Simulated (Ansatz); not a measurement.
`C=C(S)[SiH2]Cl` + `[OH][Al]([OH])[Cl]` → `[OH][Al]([Cl])[SiH2]Cl` + `C=C(O)S`  (formal exchange of groups at the Si–C bond)

Gas-phase electronic energies from Ansatz, PBE0-D4/def2-TZVP geometries. CCSD(T)/CBS adds triple-zeta CCSD(T) − MP2 to the extrapolated MP2 energy (def2 sets, frozen cores). This one scheme is used for every species. Each species was taken in one conformer, which may not be the lowest.

```tsv
level	ΔE (eV)
CCSD(T)/def2-TZVPP	2.01
HF/def2-QZVPP	2.03
```

(1) What does CCSD(T)/CBS give? (Best estimate.)

Largest T1 diagnostic among the species: 0.012.

Results:

(1) Ansatz gave: +2.03 eV. The listed levels differ from it by -0.02, 0.00 eV.

From PBE to PBE0 (25 % exact exchange), in def2-TZVPP and without D4, ΔE moves by +0.10 eV. The D4 term adds +0.07 eV with B3LYP and +0.03 eV with PBE0; it sums over pairs of atoms, weighted by their polarisabilities, and B3LYP, whose exchange is more repulsive, gets the larger term.

B3LYP here is the variant with VWN-RPA as its local correlation; programs differ in this.
